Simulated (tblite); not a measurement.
Species: C5H12AlNSi.
SMILES with atom numbers: `[CH2:1]=[CH:2][SiH2:3][CH2:4][AlH2-:5][N+:6]#[C:7][CH3:8]` (hydrogens: H9, H10 on C1; H11 on C2; H12, H13 on Si3; H14, H15 on C4; H16, H17 on Al5; H18, H19, H20 on C8)
Bond orders are those of one Lewis drawing.

Computed with GFN2-xTB (tblite), gas phase: L-BFGS steps from a force-field or distance-geometry start until the largest atomic force falls under 0.01 eV/Å.

Step 98: E = -611.3113 eV
```
atom  x, y, z in Å  |  force x, y, z in eV/Å
C1      3.1563   -1.2110    0.9182   -0.004  -0.011  -0.004
C2      2.0368   -1.4227    0.2468   -0.024  -0.018   0.005
Si3     1.3271   -0.2578   -1.0530    0.004  -0.004  -0.001
C4      0.9342    1.4292   -0.2916    0.003   0.006  -0.003
Al5    -0.1304    1.6713    1.4022    0.000   0.010  -0.013
N6     -1.8911    0.9636    0.8082    0.035   0.011  -0.017
C7     -2.7045    0.2048    0.5320   -0.019  -0.008   0.013
C8     -3.7459   -0.7063    0.1979    0.001  -0.007  -0.002
H9      3.7680   -0.3401    0.7442   -0.009   0.013   0.009
H10     3.5206   -1.8937    1.6720    0.031   0.003   0.008
H11     1.4777   -2.3231    0.4686   -0.020  -0.029   0.021
H12     2.2963   -0.1608   -2.1629   -0.021   0.001  -0.016
H13     0.0996   -0.8833   -1.6024    0.019   0.006   0.007
H14     0.5040    2.0511   -1.0899   -0.014   0.031   0.018
H15     1.9017    1.9034   -0.0613    0.013   0.008  -0.011
H16    -0.5640    3.1204    1.7763    0.012   0.007   0.019
H17     0.0473    0.6823    2.6065   -0.012  -0.006  -0.030
H18    -3.4104   -1.3788   -0.5912    0.023   0.004   0.001
H19    -4.6177   -0.1502   -0.1473   -0.010  -0.008   0.004
H20    -4.0108   -1.2876    1.0812   -0.009  -0.008  -0.006
```

Step 99: E = -611.3116 eV
```
atom  x, y, z in Å  |  force x, y, z in eV/Å
C1      3.1496   -1.2128    0.9188   -0.008  -0.011  -0.004
C2      2.0328   -1.4251    0.2430   -0.016  -0.020   0.009
Si3     1.3264   -0.2586   -1.0572    0.006  -0.007   0.003
C4      0.9303    1.4256   -0.2915    0.005   0.009  -0.004
Al5    -0.1330    1.6748    1.4023   -0.007   0.017  -0.012
N6     -1.9012    0.9847    0.8067   -0.023  -0.050  -0.039
C7     -2.7050    0.2141    0.5320    0.020   0.035   0.028
C8     -3.7368   -0.7100    0.2007    0.006   0.009   0.004
H9      3.7613   -0.3409    0.7484   -0.015   0.008   0.008
H10     3.5118   -1.8959    1.6734    0.030   0.005   0.004
H11     1.4743   -2.3270    0.4613   -0.017  -0.023   0.020
H12     2.3003   -0.1567   -2.1624   -0.023  -0.001  -0.017
H13     0.1016   -0.8840   -1.6124    0.019   0.007   0.007
H14     0.5034    2.0501   -1.0897   -0.014   0.031   0.020
H15     1.8977    1.8986   -0.0570    0.011   0.008  -0.013
H16    -0.5468    3.1301    1.7781    0.015  -0.004   0.018
H17     0.0324    0.6817    2.6059   -0.011  -0.003  -0.034
H18    -3.3949   -1.3807   -0.5873    0.024   0.009   0.002
H19    -4.6160   -0.1644   -0.1443    0.006  -0.018   0.009
H20    -3.9935   -1.2929    1.0858   -0.007  -0.001  -0.013
```

**Question.** Estimate the geometry and energy of step 100. (The exact step hangs on the optimiser's Hessian estimate; all steps are aligned on step 99, rigid shifts and turns removed.)

**Answer.** E = -611.3121 eV, largest force 0.158 eV/Å
```
atom  x, y, z in Å  |  force x, y, z in eV/Å
C1      3.1394   -1.2144    0.9191   -0.010  -0.010   0.001
C2      2.0256   -1.4286    0.2381   -0.001  -0.023   0.016
Si3     1.3244   -0.2599   -1.0634    0.008  -0.013   0.016
C4      0.9253    1.4205   -0.2915    0.008   0.013  -0.004
Al5    -0.1367    1.6788    1.4018   -0.015   0.028  -0.008
N6     -1.9144    1.0138    0.8028   -0.083  -0.120  -0.061
C7     -2.7051    0.2272    0.5316    0.059   0.082   0.042
C8     -3.7229   -0.7149    0.2049    0.013   0.026   0.012
H9      3.7507   -0.3406    0.7533   -0.030  -0.006   0.006
H10     3.4995   -1.8967    1.6759    0.024   0.009  -0.007
H11     1.4683   -2.3327    0.4529   -0.010  -0.007   0.016
H12     2.3042   -0.1510   -2.1624   -0.022  -0.004  -0.019
H13     0.1036   -0.8855   -1.6263    0.017   0.008   0.005
H14     0.5040    2.0501   -1.0887   -0.014   0.030   0.023
H15     1.8930    1.8901   -0.0502    0.007   0.009  -0.015
H16    -0.5214    3.1422    1.7819    0.018  -0.019   0.015
H17     0.0090    0.6794    2.6037   -0.010  -0.001  -0.037
H18    -3.3716   -1.3829   -0.5815    0.022   0.017   0.003
H19    -4.6122   -0.1844   -0.1396    0.023  -0.027   0.014
H20    -3.9678   -1.2998    1.0923   -0.005   0.006  -0.018
```

The energy changes by -0.0005 eV. The first-order estimate −F·Δx gives -0.0007 eV and the mean of the old and new forces, exact on a quadratic surface, -0.0005 eV. The step makes an angle of 86° with the force vector and moves no atom by more than 0.032 Å.

What follows is the cost of the whole relaxation. Hardware: an Arm Neoverse N1 with one thread, no GPU, shared host with 64 logical CPUs at a one-minute load of 61. Cost: 4.1 s.
